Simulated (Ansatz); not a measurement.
Coupled-cluster diagnostics for the cluster Bi₂Cl₆, Ansatz.

Geometry of the singlet (PBE-D4/def2-SVP):

```xyz
8

Bi   -1.510    1.648   -0.244
Bi    1.176   -1.218    0.187
Cl    2.696   -1.470    2.141
Cl   -1.328    0.182    1.813
Cl   -3.998    1.835   -0.309
Cl    2.714   -1.981   -1.614
Cl    1.524    1.326   -0.155
Cl   -1.275   -0.322   -1.818
```

In the def2 sets Bi takes a core potential; there is no spin–orbit coupling. Correlated methods freeze 38 core orbitals; core or outer-core shells of Bi are correlated, in sets that lack core-valence functions. The structure comes from a short search, and lower isomers may exist.

(1) Estimate the CCSD(T) correlation energy, the shares of MP2 and (T), T1 and the reference's ⟨S²⟩ for: charge 0, singlet, own geometry in def2-SVP; and the rough time on 4 threads of Arm Neoverse V1 on a shared host.

Answers

(1) 
| state | basis | correlation (eV) | MP2 share (%) | (T) share (%) | T1 | ⟨S²⟩ (pure) | wall time |
| --- | --- | --- | --- | --- | --- | --- | --- |
| charge 0, singlet, own geometry | def2-SVP | -30.445 | 90.7 | 2.7 | 0.012 | 0.00 (0.00) | 73 s |
Customary marks for T1 are 0.02 (closed shells), 0.045 (open shells) and about 0.05 (3d metals). T1 stays under 0.02 throughout.
